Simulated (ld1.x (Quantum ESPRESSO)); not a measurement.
## F (Z = 9): excitation energies, all-electron against TM

```
Element                 : F (Z = 9)
Generator               : ld1.x (Quantum ESPRESSO) 7.5
Type                    : norm-conserving Troullier–Martins (Kleinman–Bylander form)
Functional              : LDA (PZ)
Relativity              : scalar-relativistic
Frozen core             : [He]
Valence charge          : 7
Reference configuration : 2s2 2p4 (charge +1)
Partial waves           : 2p (bound): rc 1.30 bohr; 2s (bound): rc 0.75 bohr
Local potential         : the s channel
Core correction         : none
```

Energies are relative to the spin-unpolarised reference configuration 2s2 2p4; without spin polarisation the order of configurations can differ from experiment. Spin-polarised rows fill each open shell by Hund’s rule, majority spin first.

(1) Give the all-electron excitation energy and the error of the potential for: 2s2 2p5; 2s2 2p3; 2s2 2p2; 2s2 2p4.5; 2s1 2p5; 2s2 2p5.3; 2s2 2p1; 2s2 2p4 (spin-polarised); 2s2 2p5 (spin-polarised).

Levels in the configuration 2s2 2p3:

```csv
level,all-electron (eV),pseudo (eV)
2s,-67.606,-67.607
2p,-49.113,-48.966
```

Answers

(1)

```tsv
valence configuration	charge	ΔE all-electron (eV)	error AE − PS (meV)
2s2 2p5	0	-19.555	+12
2s2 2p3	+2	38.512	+54
2s2 2p2	+3	99.244	+390
2s2 2p4.5	+0.5	-11.925	+5.3
2s1 2p5	+1	18.655	+35
2s2 2p5.3	-0.3	-22.281	+15
2s2 2p1	+4	185.111	+1409
2s2 2p4 (spin-polarised)	+1	-1.833	+128
2s2 2p5 (spin-polarised)	0	-19.934	+38
```
